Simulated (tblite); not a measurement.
C₄H₁₀OSi.
Z-matrix (Å and degrees, GFN2-xTB geometry), rows numbered from 1:
```
C 
C   1  1.5216
C   2  1.5324  1  112.42
C   3  1.5272  2  107.08  1  -160.07
O   4  1.4109  3  109.22  2    39.17
Si  5  1.6348  4  114.52  3   -23.90
H   1  1.0879  2  110.73  3    60.89
H   1  1.0900  2  110.98  3   -59.38
H   1  1.0875  2  110.32  3  -179.40
H   2  1.0952  1  108.12  3   119.66
H   3  1.0908  2  112.83  1    77.66
H   3  1.0921  2  108.88  1   -42.71
H   4  1.0935  3  112.14  2   158.72
H   4  1.0962  3  110.56  2   -80.06
H   6  1.4594  2  113.44  1  -103.46
H   6  1.4590  2  113.88  1    28.67
```

Calculated harmonic vibrations of the isolated species, GFN2-xTB (tblite), most abundant isotopes, no scaling. Errors from tens to a few hundred cm⁻¹ against measured bands are possible. Modes of hydrogen on silicon can be 10 to 20 % off. One conformer, not necessarily the lowest.

Harmonic wavenumbers (cm⁻¹): 102.3, 189.9, 224.8, 259.8, 357.6, 414.6, 499.9, 571.3, 578.3, 651.4, 696.1, 785.2, 816.2, 864.9, 938.3, 977.9, 1011.5, 1030.6, 1092.8, 1129.0, 1139.0, 1166.5, 1207.4, 1270.4, 1288.5, 1319.7, 1333.5, 1417.5, 1484.2, 1493.8, 1507.3, 1509.7, 2285.5, 2308.2, 2907.5, 2925.0, 2951.0, 2972.8, 2984.8, 3002.0, 3026.6, 3036.2.

A = 4317, B = 2756, C = 1842 MHz; mass 102.050 u (most abundant isotopes); point group C1, symmetry number 1.

**Question.** Zero-point energy?

**Answer.** Half the sum of the wavenumbers: 28865 cm⁻¹ = 82.53 kcal/mol.

**Question.** What is S at 200 K and 1 bar for an ideal gas of classical rigid rotors and harmonic oscillators?

**Answer.** Translation 37.82, rotation 25.90, vibration 8.38: S = 72.1 cal/(mol K).

**Question.** And Cp and H(200 K) − H(0)?

**Answer.** Cp = 20.61 cal/(mol K), of which vibrations give 12.67 (their classical limit is 42 R = 83.5); H(200 K) − H(0) = 2.65 kcal/mol without the zero-point energy, 1.06 from vibrations.

**Question.** What must be added to the electronic energy to get the Gibbs energy at 200 K and 1 bar?

**Answer.** ZPE + [H(200 K) − H(0)] − T·S = 82.53 + 2.65 − 14.42 = 70.76 kcal/mol.

**Question.** How do the functions run with temperature in this model?

**Answer.** 
| T (K) | S (cal/(mol K)) | Cp (cal/(mol K)) | H − H(0) (kcal/mol) | G − H(0) (kcal/mol) | ln q(vib) |
| --- | --- | --- | --- | --- | --- |
| 150 | 66.8 | 16.7 | 1.72 | -8.30 | 0.93 |
| 250 | 77.1 | 24.9 | 3.78 | -15.50 | 2.25 |
| 298.15 | 81.9 | 29.1 | 5.08 | -19.33 | 2.97 |
| 400 | 91.7 | 37.8 | 8.50 | -28.17 | 4.61 |
| 600 | 109.7 | 51.4 | 17.50 | -48.35 | 8.09 |
| 900 | 133.3 | 64.6 | 35.07 | -84.91 | 13.39 |

q(vib) and H(0) count from the zero-point level.

**Question.** Which modes carry the vibrational entropy at 200 K?

**Answer.** 102.3 cm⁻¹: 2.64; 189.9 cm⁻¹: 1.51; 224.8 cm⁻¹: 1.24; 259.8 cm⁻¹: 1.01; 357.6 cm⁻¹: 0.58; 414.6 cm⁻¹: 0.42 cal/(mol K); the other 36 give 0.98 together.

**Question.** Blend soft modes into free rotors: weight 1/[1 + (100 cm⁻¹/ν̃)⁴] for the oscillator and the rest for a rotor with moment μB/(μ + B), μ = h/(8π²ν), B = 10⁻⁴⁴ kg m². What vibrational entropy results?

**Answer.** 8.34 cal/(mol K) in place of 8.38, which changes −T·S at 200 K by +0.01 kcal/mol.

Hindered rotation and anharmonicity are outside this model. Other conformers, if any are populated, would add a mixing term that is left out. The structure is chiral; the term R ln 2 for an equal mix with its mirror image is left out.
